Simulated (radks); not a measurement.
Q: The mean radii <r> (bohr) of the occupied orbitals of an atom or ion are listed with their occupations. All-electron calculation, non-relativistic Kohn-Sham, TPSS, spin-polarised, spherical densities, point nucleus; meta-GGA in the generalised Kohn-Sham scheme. Program: a radial shooting solver on a logarithmic mesh with Libxc functionals.

| orbital | occ. | <r> |
|---|---|---|
| 1s up | 1 | 0.03696 |
| 1s down | 1 | 0.03696 |
| 2s up | 1 | 0.1508 |

Name the element and its charge. Open shells, if any, are filled with parallel spins first.

A: Z = 41, niobium, charge +38: Nb38+ in [He] 2s1. The 1s radius gives Z: for a bare nucleus <r> = 1.5/Z, 0.03659 bohr for Z = 41, and screening makes it slightly larger (0.03696 here). The occupations add up to 3, and the charge is Z minus that.
